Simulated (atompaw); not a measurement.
Plane-wave convergence, PAW (atompaw) potential for hydrogen

```
Element                 : hydrogen
Generator               : atompaw 4.2.0.5
Type                    : PAW
Functional              : PBE
Relativity              : scalar-relativistic
Frozen core             : none
Valence charge          : 1
Reference configuration : 1s1
Partial waves           : 1s (bound): rc 1.55 bohr; 1s channel at 4.05 Ry: rc 1.55 bohr
Local potential         : bessel scheme, radius 1.50 bohr
Core correction         : none
Augmentation charge     : sinc compensation charge, radius 1.20 bohr; PAW radius 1.55 bohr; waves and projectors: modrrkj vanderbiltortho
```

The pseudo-atom Hamiltonian at the reference potential is diagonalised in spherical Bessel functions j_l(qr) that vanish at 20 bohr, with q² up to the cutoff. All-electron valence levels (Ry): 1s -0.4772.

Problem. How do the lowest levels (Ry) of each channel move with the cutoff, and are there ghosts?

Solution.

```json
{"cutoff (Ry)": "8", "s #1": "-0.4680", "s #2": "0.0103", "p #1": "0.0296", "p #2": "0.1005", "d #1": "0.0770", "d #2": "0.1845", "f #1": "0.1190", "f #2": "0.2589", "Σ f·Δε (mRy)": "9.2"}
{"cutoff (Ry)": "10", "s #1": "-0.4736", "s #2": "0.0100", "p #1": "0.0296", "p #2": "0.1005", "d #1": "0.0770", "d #2": "0.1845", "f #1": "0.1190", "f #2": "0.2589", "Σ f·Δε (mRy)": "3.6"}
{"cutoff (Ry)": "12", "s #1": "-0.4760", "s #2": "0.0099", "p #1": "0.0296", "p #2": "0.1005", "d #1": "0.0770", "d #2": "0.1845", "f #1": "0.1190", "f #2": "0.2589", "Σ f·Δε (mRy)": "1.2"}
{"cutoff (Ry)": "15", "s #1": "-0.4769", "s #2": "0.0098", "p #1": "0.0296", "p #2": "0.1005", "d #1": "0.0770", "d #2": "0.1845", "f #1": "0.1190", "f #2": "0.2589", "Σ f·Δε (mRy)": "0.3"}
{"cutoff (Ry)": "18", "s #1": "-0.4771", "s #2": "0.0098", "p #1": "0.0296", "p #2": "0.1005", "d #1": "0.0770", "d #2": "0.1845", "f #1": "0.1190", "f #2": "0.2589", "Σ f·Δε (mRy)": "0.1"}
{"cutoff (Ry)": "21", "s #1": "-0.4771", "s #2": "0.0098", "p #1": "0.0296", "p #2": "0.1005", "d #1": "0.0770", "d #2": "0.1845", "f #1": "0.1190", "f #2": "0.2589", "Σ f·Δε (mRy)": "0.1"}
{"cutoff (Ry)": "400", "s #1": "-0.4772", "s #2": "0.0098", "p #1": "0.0296", "p #2": "0.1005", "d #1": "0.0770", "d #2": "0.1845", "f #1": "0.1190", "f #2": "0.2589", "Σ f·Δε (mRy)": "0.0"}
```

Result: no extra level below or beside the all-electron valence levels (s, p, d, f tested); 10 mRy is reached at 8 Ry and 1 mRy at 15 Ry.
